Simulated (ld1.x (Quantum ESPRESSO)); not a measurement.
**Configuration tests for C (RRKJ)**

ld1.x (Quantum ESPRESSO) 7.5 input, shortened:

```
&input
   title='C', zed=6., rel=0, dft='PBE', iswitch=3,
   config='[He] 2s2 2p0 3d-2'
 /
 &inputp
   pseudotype=2, tm=.false., lloc=1,
   nlcc=.true.
 /
3
2S  1  0   2.00   0.00  1.20  1.20  0.0
3D  3  2  -2.00   0.30  1.65  1.65  0.0
2P  2  1   0.00   0.00  1.50  1.50  0.0
 &test
   configts(1)='2s2 2p0'
 /
```

Energies are relative to the spin-unpolarised reference configuration 2s2 2p0; without spin polarisation the order of configurations can differ from experiment.

Question: Give the all-electron excitation energy and the error of the potential for: 2s2 2p2; 2s2 2p1; 2s1 2p0; 2s2 2p2.3; 2s2 2p1.5; 2s1 2p2; 2s1 2p3.

Answer:

```
valence configuration  charge  ΔE all-electron (eV)  error AE − PS (meV)
              2s2 2p2       0               -35.025                  +82
              2s2 2p1      +1               -24.160                  +48
              2s1 2p0      +3                48.173                  +59
            2s2 2p2.3    -0.3               -36.184                  +82
            2s2 2p1.5    +0.5               -31.060                  +71
              2s1 2p2      +1               -15.423                  +82
              2s1 2p3       0               -26.562                 +106
```

Levels in the configuration 2s2 2p1:

```tsv
level	all-electron (eV)	pseudo (eV)
2s	-25.745	-25.774
2p	-17.008	-17.066
```
